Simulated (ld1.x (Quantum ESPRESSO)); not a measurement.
## Which change was made? (Ru, TM)

```json
{
 "Element": "ruthenium",
 "Generator": "ld1.x (Quantum ESPRESSO) 7.5",
 "Type": "norm-conserving Troullier–Martins (Kleinman–Bylander form)",
 "Functional": "PBE",
 "Relativity": "scalar-relativistic",
 "Frozen core": "[Kr]",
 "Valence charge": "8",
 "Reference configuration": "4d6 5s2 5p0",
 "Partial waves": "5s (bound): rc 2.35 bohr; 5p (bound, empty): rc 3.75 bohr; 4d (bound): rc 2.20 bohr",
 "Local potential": "all-electron potential smoothed inside 1.75 bohr (lloc = -1)",
 "Core correction": "Bessel-smoothed model core, default radius (core density twice the valence density)"
}
```

Cutoffs, loose and tight: the cutoffs (Ry, on a coarse ladder) from which the occupation-weighted sum of valence levels, in a spherical-Bessel basis at the reference potential, stays within 10 and 1 mRy of its value at 400 Ry. They do not see the model core or the augmentation charge, which bear on the density cutoff. Test errors are all-electron minus pseudo excitation energies from the reference, over the configurations 4d7 5s1 5p0; 4d7 5s0 5p0; 4d6 5s0 5p0; 4d5 5s0 5p0; 4d7.5 5s0.5 5p0; 4d7 5s0.5 5p0; 4d8 5s0 5p0; variants that change the core or the reference have their own tests.

The base gives: outcome: generated; cutoff, loose: 40 Ry; cutoff, tight: 50 Ry; bound ghosts: s; largest test error (meV): -231.

Question: After one change the result is: outcome: generated; cutoff, loose: 55 Ry; cutoff, tight: 70 Ry; bound ghosts: s; largest test error (meV): -248. Which change was it?
A. wave 4d (bound): rc 2.20 bohr becomes 4d (bound): rc 2.66 bohr
B. wave 4d (bound): rc 2.20 bohr becomes 4d (bound): rc 3.34 bohr
C. wave 4d (bound): rc 2.20 bohr becomes 4d (bound): rc 1.40 bohr
D. wave 4d (bound): rc 2.20 bohr becomes 4d (bound): rc 2.98 bohr

Answer: C. The others give: wave 4d (bound): rc 2.20 bohr becomes 4d (bound): rc 2.66 bohr → outcome: generated; cutoff, loose: 35 Ry; cutoff, tight: 40 Ry; bound ghosts: s; largest test error (meV): -163 | wave 4d (bound): rc 2.20 bohr becomes 4d (bound): rc 2.98 bohr → outcome: generated; cutoff, loose: 30 Ry; cutoff, tight: 35 Ry; bound ghosts: s; largest test error (meV): -121 | wave 4d (bound): rc 2.20 bohr becomes 4d (bound): rc 3.34 bohr → outcome: generated; cutoff, loose: 25 Ry; cutoff, tight: 35 Ry; bound ghosts: s; largest test error (meV): -101.
